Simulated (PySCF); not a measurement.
# Indium: a sound run and one with changed settings

Sound run: In [Kr] 4d10 5s2 5p1, In⁺ [Kr] 4d10 5s2. Calculation: PySCF 2.14, in cc-pVDZ-PP with ECP28MDF (4s3p2d, 23 functions); a scalar-relativistic core potential. In the sound run the correlated levels freeze 4s2 4p6 4d10 outside the core potential. The sound run starts from symmetry-adapted Hartree-Fock orbitals and uses a fine grid where one is needed.

Changed run: initial guess minao, at most 50 SCF cycles.

| species | method | sound run (hartree) | changed run (hartree) | converged |
| --- | --- | --- | --- | --- |
| In | UHF | -189.20491 | -189.20491 | yes |
| In | M06-2X | -190.04204 | -190.04204 | yes |
| In | CCSD(T) | -189.24355 | -189.24355 | yes |
| In⁺ | PBE | -189.90522 | -189.90522 | yes |
| In⁺ | MP2 | -189.03461 | -189.03461 | yes |

Here the plain start reaches the same solutions.
